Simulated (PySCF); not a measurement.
Field gradients at the hydrogen positions

C₆H₁₀F₃P.
Cartesian coordinates in Å at the GFN2-xTB level; atoms count from 1:
```xyz
20
C6H10F3P angstrom
C     -0.6513   -1.9314   -0.1900
P     -0.2291   -0.3411    0.6498
C     -1.2384    0.8284   -0.4251
C     -2.6313    0.9276    0.1288
F     -2.6413    1.3293    1.4066
F     -3.3985    1.8025   -0.5502
F     -3.2892   -0.2426    0.0942
C      1.3639   -0.0188   -0.2039
C      2.2624    1.0425    0.3641
C      2.6257   -0.3960    0.5178
H      0.0211   -2.6980    0.1913
H     -0.5347   -1.8544   -1.2704
H     -1.6727   -2.2161    0.0521
H     -1.2913    0.4991   -1.4651
H     -0.7910    1.8235   -0.3765
H      1.3502   -0.1421   -1.2830
H      1.9253    1.5749    1.2416
H      2.8329    1.6500   -0.3224
H      2.5343   -0.8383    1.4989
H      3.4478   -0.7882   -0.0616
```

Level: PBE0/pcSseg-1 (PySCF, non-relativistic); Q(2H) = 0.00286 b; rigid geometry, the same for H and D, with no vibrational averaging.

**Question.** Rank these positions by the coupling χzz of a deuteron there, largest first.
A. H17 (methylene hydrogen)
B. H14 (methylene hydrogen)
C. H11 (methyl hydrogen)

**Answer.** A (220 kHz), C (212 kHz), B (203 kHz).

**Question.** Tabulate Vzz, the asymmetry η and χzz = 234.96 MHz × Q × Vzz for every hydrogen position.

**Answer.** 
```tsv
atom	bonded to	bond length (Å)	Vzz (au)	η	χzz (kHz)
H11	C1	1.089	0.3157	0.02	212
H12	C1	1.089	0.3141	0.01	211
H13	C1	1.088	0.3145	0.01	211
H14	C3	1.092	0.3023	0.04	203
H15	C3	1.092	0.3017	0.04	203
H16	C8	1.086	0.3198	0.08	215
H17	C9	1.080	0.3280	0.07	220
H18	C9	1.080	0.3317	0.07	223
H19	C10	1.080	0.3282	0.07	221
H20	C10	1.080	0.3317	0.07	223
```

**Question.** How does χzz go with the bond length over the 10 C–H bonds?

**Answer.** A straight-line fit has a slope of -14.1 kHz for each 0.01 Å, with a correlation coefficient of -0.98, over lengths from 1.080 to 1.092 Å. The longer bonds have the smaller couplings here.

One conformer (not necessarily the lowest) at the GFN2-xTB geometry, without solvent, vibrations or thermal averaging. GFN2-xTB bond lengths can be off by several hundredths of an ångström, more for odd bonds, and the gradients follow them. With so small a basis the couplings can be 20 % off.
